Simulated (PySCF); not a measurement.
The multiplicity is imposed and other spin states were not computed.

## [Cu(NH3)(Cl)] (charge 0, multiplicity 1)

Level of theory: PySCF 2.14.0 with TPSSh-D3(BJ)/def2-TZVP // TPSS-D3(BJ)/def2-SVP.

* **HOMO**: -5.68 eV
* **dipole moment**: 8.98 D
* **HOMO–LUMO gap**: 4.51 eV
* **LUMO**: -1.17 eV
* **charge on the central atom (Mulliken)**: 0.24 e
* **charge on the central atom (meta-Löwdin)**: 0.48 e
* **total energy**: -2157.4392 Ha
* **cost**: very roughly 100 core-seconds

Bond lengths (Å): Cu1–N2 1.935, Cu1–Cl6 2.093, N2–H3 1.029, N2–H4 1.029, N2–H5 1.029. Bond angles (°): N2–Cu1–Cl6 180.0, Cu1–N2–H3 112.4, Cu1–N2–H4 112.5, Cu1–N2–H5 112.5, H3–N2–H4 106.3, H3–N2–H5 106.3, H4–N2–H5 106.3.
